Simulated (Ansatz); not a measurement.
```yaml
crystal:
  periodic: [false, false, false]
  atoms:
    - {symbol: Si, position_ang: [-1.516181, 1.398486, 0.133466]}
    - {symbol: Si, position_ang: [-0.525415, -0.658324, 0.556487]}
    - {symbol: C, position_ang: [1.453638, -0.351998, 0.245280]}
    - {symbol: Al, position_ang: [0.999168, -1.418248, -1.148080]}
    - {symbol: H, position_ang: [-2.812272, 0.960605, -0.202549]}
    - {symbol: H, position_ang: [-1.131411, 2.330994, 1.195922]}
    - {symbol: H, position_ang: [-0.925331, 1.909129, -1.039133]}
    - {symbol: H, position_ang: [-0.754265, -1.062808, 1.767812]}
    - {symbol: H, position_ang: [1.817681, -1.178695, 1.115544]}
    - {symbol: H, position_ang: [1.996752, 0.351006, 0.247130]}
    - {symbol: H, position_ang: [1.262178, -2.518079, -2.448488]}
basis:
  gaussian: {orbitals: x2c-TZVPPall, final_grid: {core_spheres: 20, valence_spheres: 16, degree: 47}}
magnetization: {spin_polarized: true, initial_magnetization: 2}
hamiltonian: {xc: {name: PBE0}, dispersion: d3bj}
relax: {f_tol: 0.001, max_steps: 2}
output: {forces: true}
```

```sh
$ ansatz run in.yaml --threads 2 --pin off --events-out ev --progress --plain --max-ram 4352MiB
```

(1) How does Ansatz answer? (Best estimate.)

## Answers

(1) The calculation gave: The calculation stopped without meeting its thresholds.
```
Functional definition: PBE0
1483 factors; their error is unknown
mean field evaluation 1: about -23521.3491 eV, gradient 4.6e1 eV
mean field evaluation 2: about -23496.9221 eV, gradient 6.9e1 eV
mean field evaluation 4: about -23531.8203 eV, gradient 5.2e0 eV
mean field evaluation 8: about -23532.0674 eV, gradient 3.3e-1 eV
mean field evaluation 16: about -23532.1243 eV, gradient 5.8e-3 eV
mean field -23532.12432844 eV, -864.7896184233 hartree, gradient 2.0e-5 eV, S^2 2.007052; 2 other end points of the search recorded, 0 dependent functions left out
reference -23532.12436972 eV, -864.7896199405 hartree; 28, 26 occupied and 227, 229 virtual orbitals, 1483 factors
relax step   1: F+E_penalty+E_count = -23532.36839284 eV  Δ(F+E_penalty+E_count) = +0.000e0 eV  max|allowed force component| = 1.301e1 eV/Å  Δτ_max = 0.0000 Å  (59 SCF iters, accepted)
1483 factors; their error is unknown
mean field -23535.21420392 eV, -864.9031692529 hartree, gradient 4.9e-5 eV, S^2 2.004822; 0 other end points of the search recorded, 0 dependent functions left out
reference -23535.21424600 eV, -864.9031707993 hartree; 28, 26 occupied and 227, 229 virtual orbitals, 1483 factors
relax step   2: F+E_penalty+E_count = -23535.45401766 eV  Δ(F+E_penalty+E_count) = -3.086e0 eV  max|allowed force component| = 2.840e0 eV/Å  Δτ_max = 0.1947 Å  (40 SCF iters, accepted)
Error: geometry relaxation did not converge after 2 steps: max|allowed force component| = 2.84e0 eV/Å (threshold 1.0e-3). Raise `relax.max_steps` over both its present limit and 2, loosen `relax.f_tol`, or start from a geometry closer to equilibrium. Where this run's directory can be resumed (`checkpoint.write`), a resume goes on for up to `relax.max_steps` more
```
